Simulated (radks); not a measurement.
Spherical quantum dot in the effective-mass picture: electrons in a well V = -V0 / (1 + exp((r - R)/a)) with V0 = 2.22, R = 10.4, a = 0.35, with a point charge +2 (a donor) at the centre, all in effective atomic units (hartree* = m*/eps^2 hartree, bohr* = eps/m* bohr), one dielectric constant everywhere. Calculated with a radial shooting solver with Libxc functionals: non-relativistic Kohn-Sham, LDA (Slater exchange, Perdew-Wang correlation), spin-polarised, spherical densities. Levels are named by radial order and angular momentum (1s, 1p, 1d, 2s, ...), and open shells are averaged over m. Results are scaled to m* = 0.631 and eps = 17.8, for which hartree* = 54.19 meV and bohr* = 1.493 nm.

N = 18, configuration 1s2 1p6 1d(up 5, down 3) 2s2. This is the lowest configuration that the search found (a dilute case). Occupied and some empty levels:

| level | occupation | eigenvalue (meV) | <r> (nm) |
|---|---|---|---|
| 1s down | 1 | -38.343 | 1.440 |
| 1s up | 1 | -38.343 | 1.441 |
| 2s up | 1 | -21.335 | 11.62 |
| 2s down | 1 | -20.919 | 11.60 |
| 1p up | 3 | -20.363 | 11.73 |
| 1p down | 3 | -19.943 | 11.72 |
| 1d up | 5 | -18.466 | 11.91 |
| 1d down | 3 | -18.041 | 11.91 |
| 1f up | 0 | -15.756 | 12.10 |
| 1f down | 0 | -15.328 | 12.10 |
| 1g up | 0 | -12.291 | 12.28 |
| 1g down | 0 | -11.862 | 12.28 |
| 2p up | 0 | -6.1637 | 8.279 |
| 2p down | 0 | -5.9637 | 8.240 |

Energy (meV): total -1479.88, kinetic 260.67, external -2704.1, Hartree 1150.1, exchange-correlation -186.47.

Electron density:

| r (nm) | n(r) (e/nm^3) |
|---|---|
| 1.02 | 0.08369 |
| 2.15 | 0.007477 |
| 3.29 | 0.0008714 |
| 4.42 | 0.0001740 |
| 5.55 | 0.0001528 |
| 6.69 | 0.0002804 |
| 7.82 | 0.0005317 |
| 8.96 | 0.0009325 |
| 10.1 | 0.001447 |
| 11.2 | 0.001885 |
| 12.4 | 0.001883 |
| 13.5 | 0.001236 |
| 14.6 | 0.0004067 |
| 15.8 | 0.00004938 |
| 16.9 | 3.109e-06 |
| 18.0 | 1.719e-07 |
| 19.2 | 1.031e-08 |
| 20.3 | 6.279e-10 |
